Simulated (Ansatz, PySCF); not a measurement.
C3H7NSi, SMILES NC=C=C[SiH3]. Atoms are numbered in the order given.

```xyz
12

N     -1.8956     0.6263    -1.9287
C     -1.7421     0.1368    -0.6258
C     -0.6770    -0.4584    -0.1167
C      0.4234    -0.9413     0.4227
Si     1.7738     0.1610     1.1178
H     -2.8277     0.4782    -2.3065
H     -1.1912     0.2856    -2.5774
H     -2.5943     0.3342     0.0389
H      0.5614    -2.0359     0.4770
H      1.9842    -0.1127     2.5746
H      3.0786    -0.0996     0.4307
H      1.3951     1.5917     0.9330
```
Charge 0, spin multiplicity 1.

Coordinates come from a r2SCAN-D4/def2-SVP optimisation. The structure was generated by enumeration; whether it is a known compound was not checked. One conformer was computed; it need not be the lowest.

Two levels are set side by side: PBE-D3(BJ)/def2-SVP (Ansatz, a quantum-chemistry and plane-wave program) and r2SCAN-D4/def2-SVP (Ansatz). Each level has its own optimised geometry; the coordinates shown are those of the second. Frequencies come from the Hessian of PySCF at each geometry. Differences are taken from unrounded values.

```tsv
quantity	r2SCAN-D4	PBE-D3(BJ)	PBE-D3(BJ) minus r2SCAN-D4
mean bond length (Å)	1.331	1.339	0.008
bond N1–C2 (Å)	1.400	1.404	0.003
bond C2–C3 (Å)	1.322	1.329	0.007
bond C3–C4 (Å)	1.317	1.323	0.006
bond C4–Si5 (Å)	1.877	1.886	0.009
bond N1–H6 (Å)	1.017	1.024	0.007
bond N1–H7 (Å)	1.016	1.024	0.007
bond C2–H8 (Å)	1.099	1.106	0.007
bond C4–H9 (Å)	1.105	1.111	0.007
bond Si5–H10 (Å)	1.497	1.508	0.011
bond Si5–H11 (Å)	1.497	1.509	0.011
bond Si5–H12 (Å)	1.491	1.503	0.011
highest harmonic wavenumber (cm⁻¹)	3646	3558	-89
mean harmonic wavenumber (cm⁻¹)	1294	1259	-35
zero-point energy (kcal/mol)	55.49	54.00	-1.49
```
